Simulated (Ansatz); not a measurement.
Ansatz (a first-principles code) input (PBE0/def2-QZVPP):
A basis named .json is the Basis Set Exchange file of that set.

Ansatz 0.2 input:
```yaml
crystal:
  periodic: [false, false, false]
  atoms:
    - {symbol: C, position_ang: [-0.87201461, 1.89158697, -1.12857833]}
    - {symbol: Si, position_ang: [-0.63032132, 0.24787127, -0.25991867]}
    - {symbol: C, position_ang: [-2.13524192, -0.11936427, 0.79731345]}
    - {symbol: O, position_ang: [-0.38190352, -0.98426607, -1.37037418]}
    - {symbol: Si, position_ang: [1.40987081, 0.06204732, 0.90361823]}
    - {symbol: O, position_ang: [2.01908639, -1.43502662, 0.51912063]}
    - {symbol: H, position_ang: [-0.03063026, 2.11875223, -1.78541826]}
    - {symbol: H, position_ang: [-1.78538280, 1.89416975, -1.73006078]}
    - {symbol: H, position_ang: [-0.95635079, 2.70224822, -0.40003650]}
    - {symbol: H, position_ang: [-2.03870827, -1.08196801, 1.30261630]}
    - {symbol: H, position_ang: [-3.04852014, -0.14063563, 0.19577302]}
    - {symbol: H, position_ang: [-2.26342377, 0.64941988, 1.56351152]}
    - {symbol: H, position_ang: [-1.07983145, -1.19940900, -1.99471108]}
    - {symbol: H, position_ang: [2.36401258, 1.13606371, 0.51452502]}
    - {symbol: H, position_ang: [1.25907250, 0.13567949, 2.37853666]}
    - {symbol: H, position_ang: [1.61214602, -1.83217566, -0.25891226]}
basis:
  gaussian:
    orbitals: def2-QZVPP.json
hamiltonian:
  xc: {name: PBE0}
```

Output:

```
Functional definition: PBE0
integrals: 1.58 GiB planned
2096 factors; their error is unknown
0.85 GiB of the device are held for the grids
6.33 GiB of device memory are held for the factors and their scratch space
mean field: 8.53 GiB planned
mean field evaluation 1: about -22062.8472 eV, gradient 9.7e1 eV
mean field evaluation 2: about -22046.6700 eV, gradient 1.3e2 eV
mean field evaluation 4: about -22079.9806 eV, gradient 5.7e0 eV
mean field evaluation 8: about -22080.0477 eV, gradient 4.1e-2 eV
mean field evaluation 16: about -22080.0579 eV, gradient 4.9e-5 eV
mean field -22080.05793413 eV, -811.4271626785 hartree, gradient 4.9e-5 eV, S^2 0.000000; 0 other end points of the search recorded, 0 dependent functions left out
reference -22080.05798323 eV, -811.4271644829 hartree; 33, 33 occupied and 635, 635 virtual orbitals, 2096 factors
Total energy: -22080.05798323 eV, -811.4271644829 hartree
```
